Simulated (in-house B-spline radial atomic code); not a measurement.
Atomic self-consistent-field run: Sm²⁺ (with a hole in an inner shell). Computed with a B-spline radial code for spherical atoms: Dirac-Kohn-Sham PBE, spherical fractional occupations, Fermi nucleus of rms radius 5.0819 fm.

Command:
```bash
python run_scf.py task.json out
```
Settings (nuclear radius in fm, mass in u):
```
Z                62
configuration    1s2 2s2 2p6 3s2 3p6 3d10 4s2 4p6 4d10 4f6 5s2 5p6
hamiltonian      dirac
method           pbe,pbe
spin_polarised   False
nucleus          fermi
rms_radius       5.0819
atomic_mass      151.91974
speed_of_light   137.035999084
```

Output (hartree, bohr):
```
 radial grid: 78 intervals, B-splines of order 8, outer radius 53.7037 bohr

 iter        energy (Eh)    residual
    1      -10406.774390    6.21e-01
    2      -10410.984655    9.19e-01
    3      -10432.507431    1.62e-01
    4      -10433.102985    5.62e-02
    5      -10433.168754    3.66e-02
    6      -10433.186040    1.08e-02
    7      -10433.192188    2.90e-03
    8      -10433.192388    9.95e-05
    9      -10433.192388    4.11e-06
   10      -10433.192388    1.31e-07

 total energy                    -10433.19239
 kinetic                           11311.1446
 electron-nucleus                 -25533.8680
 Hartree                            4025.6117
 exchange-correlation               -236.0807

 first-order corrections (not in the total)
   Gaunt                            10.3990
   retardation                      -1.0917
   frequency dependence             -0.1316
   self-energy                       7.2356
   Uehling                          -1.1332
   Wichmann-Kroll                    0.0339
   recoil                            0.0244

 orbital      occ     eigenvalue          <r>       <r^2>       <1/r>       r_max    small
 1s1/2      2.000     -1713.9717    0.0227431 0.000704899     68.8109     0.01449  5.31e-02
 2s1/2      2.000      -280.3606    0.0964942   0.0110497     16.3535     0.08231  1.17e-02
 2p1/2      2.000      -265.7822    0.0807297  0.00804843     16.3342     0.06237  1.17e-02
 2p3/2      4.000      -243.6281    0.0873553  0.00929089     14.5587       0.068  1.09e-02
 3s1/2      2.000       -61.8027     0.254539   0.0741654     5.94469      0.2339  3.66e-03
 3p1/2      2.000       -55.5260     0.244183   0.0693337      5.8594      0.2209  3.60e-03
 3p3/2      4.000       -51.0398     0.256917   0.0765376     5.41236      0.2329  3.38e-03
 3d3/2      4.000       -40.1505     0.228599   0.0615685     5.28617      0.1857  3.26e-03
 3d5/2      6.000       -39.1762     0.232574   0.0635902      5.1741      0.1891  3.19e-03
 4s1/2      2.000       -12.6691     0.579178    0.378788       2.476      0.5398  1.15e-03
 4p1/2      2.000       -10.2621     0.593314    0.400713      2.3699      0.5456  1.08e-03
 4p3/2      4.000        -9.2778     0.622245    0.440516     2.21937      0.5712  9.99e-04
 4d3/2      4.000        -5.3167     0.664941    0.513455     1.99878      0.5829  8.39e-04
 4d5/2      6.000        -5.1410     0.675294    0.529465     1.96136      0.5913  8.18e-04
 4f5/2      2.571        -0.5881     0.984337     1.31058     1.37423       0.611  4.40e-04
 4f7/2      3.429        -0.5681       1.0008     1.36031     1.35615      0.6162  4.31e-04
 5s1/2      2.000        -2.0786      1.40885     2.23244    0.943423       1.262  2.40e-04
 5p1/2      2.000        -1.4338      1.58502     2.84901    0.829106       1.382  1.89e-04
 5p3/2      4.000        -1.3029      1.67628     3.18684    0.776698       1.458  1.69e-04

 Slater integrals (Eh)
   F0(4f5/2,4f5/2)               0.960661
   F2(4f5/2,4f5/2)               0.439986
   F4(4f5/2,4f5/2)               0.272930
   F0(4f5/2,4f7/2)               0.953410
   F2(4f5/2,4f7/2)               0.436151
   F4(4f5/2,4f7/2)               0.270455
   G2(4f5/2,4f7/2)               0.435360
   G4(4f5/2,4f7/2)               0.269988
   G6(4f5/2,4f7/2)               0.193365
   F0(4f5/2,5p1/2)               0.663415
   G2(4f5/2,5p1/2)               0.146601
   F0(4f5/2,5p3/2)               0.634827
   F2(4f5/2,5p3/2)               0.226003
   G2(4f5/2,5p3/2)               0.129614
   G4(4f5/2,5p3/2)               0.097269
   F0(4f7/2,4f7/2)               0.946278
   F2(4f7/2,4f7/2)               0.432428
   F4(4f7/2,4f7/2)               0.268060
   F6(4f7/2,4f7/2)               0.191954
   F0(4f7/2,5p1/2)               0.660892
   G4(4f7/2,5p1/2)               0.110626
   F0(4f7/2,5p3/2)               0.632584
   F2(4f7/2,5p3/2)               0.227245
   G2(4f7/2,5p3/2)               0.132134
   (list cut)
```

Run time, properties included: 1.6 s on 1 thread of x86-64 server CPU, with other jobs on the host.

For the Dirac Hamiltonian the kinetic term is c α·p + (β - 1)c².
